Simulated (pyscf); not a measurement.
PySCF, gas phase, ωB97X-D3(BJ)/def2-SVP geometries. Correlated levels are frozen-core, on RHF or UHF. ΔMP2 is the change of the MP2 total energy from the triple- to the quadruple-zeta basis.

**Question.** For the elementary gas-phase step `[CH3][Ga][Cl]` [doublet] → `[CH2][GaH][Cl]` [doublet] (doublet surface; C–H broken, Ga–H formed), what barrier and reaction energy does CCSD(T)/def2-TZVPP + ΔMP2(QZVPP) give, measured from the reactant's lowest minimum found?

**Answer.** ΔE‡ = 63.1 kcal/mol, ΔE = +22.4 kcal/mol. Zero-point energy shifts the barrier by -4.1 kcal/mol. It is a hydrogen shift, with an imaginary mode of 1534i cm⁻¹. One saddle was located; it need not be the lowest between these sides. The CCSD(T) − MP2 part came from Ansatz, without density fitting, on the same reference. A UHF reference is spin-contaminated (<S²> up to 0.91), which harms MP2 most. The frozen core leaves the outer d or s,p core shells of the metals and heavy elements correlated in the MP2 and CC values, and def2-TZVPP describes them poorly, which can shift differences by a few kcal/mol. Elements up to Kr have no core potential and no relativistic terms here.
